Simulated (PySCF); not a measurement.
(1Z)-1-chloro-2-fluorobuta-1,3-diene (C4H4ClF), SMILES C=C/C(F)=C/Cl.

The structure is a stationary point at B3LYP-D3(BJ)/def2-SVP. One conformer was computed; it need not be the lowest.

The numbers are results of B3LYP-D3(BJ)/def2-SVP (PySCF), not measurements.

Frequencies are harmonic and unscaled.

Computed normal modes with their intensities:
```csv
mode,ν (cm⁻¹),IR (km/mol),Raman (Å⁴/amu),depolarisation,moving atoms (share of kinetic energy)
1,112,0.1,5.2,0.75,"C 55 %, H 18 %, Cl 14 %, F 13 %"
2,168,0.6,1.8,0.71,"C 36 %, Cl 28 %, F 25 %, H 11 %"
3,249,0.0,0.8,0.75,"C 57 %, H 37 %"
4,277,0.3,1.0,0.67,"F 53 %, C 20 %, Cl 16 %, H 11 %"
5,411,6.0,9.0,0.30,"C 52 %, Cl 30 %, H 12 %"
6,517,0.6,4.5,0.75,"C 50 %, H 41 %, F 8 %"
7,635,9.6,3.5,0.43,"C 59 %, H 24 %, F 15 %"
8,727,0.0,4.0,0.75,"H 50 %, C 47 %"
9,799,33.9,12.8,0.75,"H 64 %, C 36 %"
10,845,33.8,4.4,0.66,"C 63 %, F 17 %, Cl 11 %, H 9 %"
11,910,48.5,2.8,0.30,"C 59 %, F 18 %, H 16 %"
12,944,35.8,5.5,0.75,"H 72 %, C 28 %"
13,1014,13.5,1.4,0.75,"H 90 %, C 10 %"
14,1041,20.1,5.2,0.72,"H 62 %, C 27 %, F 10 %"
15,1192,16.6,59.7,0.39,"H 75 %, C 23 %"
16,1308,5.2,24.6,0.31,"H 72 %, C 28 %"
17,1361,47.4,7.9,0.36,"C 52 %, H 42 %"
18,1436,8.6,75.1,0.37,"H 65 %, C 33 %"
19,1669,26.7,3.2,0.26,"C 90 %, H 9 %"
20,1723,16.5,560.1,0.28,C 92 %
21,3157,0.3,75.4,0.12,H 95 %
22,3178,2.7,85.4,0.24,"H 91 %, C 9 %"
23,3233,12.1,72.8,0.34,"H 91 %, C 9 %"
24,3259,1.8,93.7,0.68,"H 89 %, C 11 %"
```
